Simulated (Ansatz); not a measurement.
Frontier orbitals of `N[BH][GeH3]`.

```
atom   x (Å)   y (Å)   z (Å)
  N1  -0.655   0.359   1.474
  B2   0.422  -0.077   0.723
 Ge3   0.273  -0.216  -1.331
  H4  -1.542   0.624   1.077
  H5  -0.626   0.442   2.478
  H6   1.431  -0.366   1.299
  H7   1.299   0.684  -2.047
  H8  -1.126   0.202  -1.840
  H9   0.523  -1.652  -1.833
```

Total charge 0; spin multiplicity 1. Correlated methods include outer-core shells of Ge, which these sets cover unevenly. Scalar relativity is left out up to krypton. Geometry: relaxed with PBE0-D4/def2-TZVP. It is one conformer, not always the lowest. Basis def2-TZVPP, Ansatz 0.2.0.

Orbital energies of one run (eV). Highest occupied ones, from the top: -10.15, -11.22, -11.52, -11.91, -13.49, -16.88, -17.49, -18.62, -27.57, -35.16, -35.16, -35.18, -35.25, -35.25. Empty: 1.71, 2.49, 3.27, 3.75, 3.90, 4.32.

Problem. Which functional gave them?
A. r2SCANh
B. HSE06 (plane-wave form)
C. ωB97X-V
D. BHLYP

Solution. C. HOMO energies: ωB97X-V -10.15, BHLYP -8.94, HSE06 -7.41, r2SCANh -7.32 eV.
